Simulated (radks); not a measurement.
Spherical jellium clusters: N electrons in a uniform positive sphere of charge N and radius rs N^(1/3), rs = 2.24 bohr. Calculated with a radial shooting solver with Libxc functionals: non-relativistic Kohn-Sham, LDA (Slater exchange, Perdew-Wang correlation), spin-polarised, spherical densities. Levels are named by radial order and angular momentum (1s, 1p, 1d, 2s, ...), and open shells are averaged over m.

N = 24, configuration 1s2 1p6 1d10 2s2 1f(up 4, down 0). This is the lowest configuration that the search found. Occupied and some empty levels:

level,occupation,eigenvalue (eV),<r> (bohr)
1s up,1,-11.133,3.881
1s down,1,-10.892,3.778
1p up,3,-8.7955,4.737
1p down,3,-8.4290,4.677
1d up,5,-6.0235,5.410
1d down,5,-5.5884,5.390
2s up,1,-5.1349,4.856
2s down,1,-4.8596,4.906
1f up,4,-2.9830,6.119
1f down,0,-2.5316,6.160
2p up,0,-2.2348,6.540
2p down,0,-1.9830,6.666
2d up,0,-0.25622,10.13
2d down,0,-0.11426,11.00

Energy (eV): total -15.7749, kinetic 118.09, external -2809.1, Hartree 1360.0, exchange-correlation -140.20, background 1455.5.
